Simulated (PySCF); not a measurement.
Ga(OH)(OMe)(NH2) (CH₆GaNO₂), SMILES C[O][Ga]([NH2])[OH].

Geometry: PBE0-D3(BJ)/def2-SVP. The structure was generated by enumeration; whether it is a known compound was not checked. Other conformers were not sampled.

Two levels are set side by side: TDDFT-PBE/def2-SVPD (PySCF) and TDDFT-PBE0/def2-SVPD (PySCF). Vertical, same geometry. The lowest singlet is HOMO→LUMO 98 % with PBE and HOMO→LUMO 96 % with the other functional; states are paired by order. Differences are taken from unrounded values.

```csv
quantity,TDDFT-PBE0,TDDFT-PBE,TDDFT-PBE minus TDDFT-PBE0
lowest singlet excitation (eV),5.45,4.56,-0.89
lowest triplet excitation (TDA) (eV),5.09,4.34,-0.75
first bright state (f over 0.05) (eV),6.99,6.25,-0.74
its oscillator strength,0.08,0.07,-0.01
```

Functionals without exact exchange tend to place singlet excitations lower, as here. Differences between two approximate levels are no errors against the true value.

Rough cost on one machine, each run with all the roots and properties that it gave: TDDFT-PBE0 against TDDFT-PBE about 3 times.
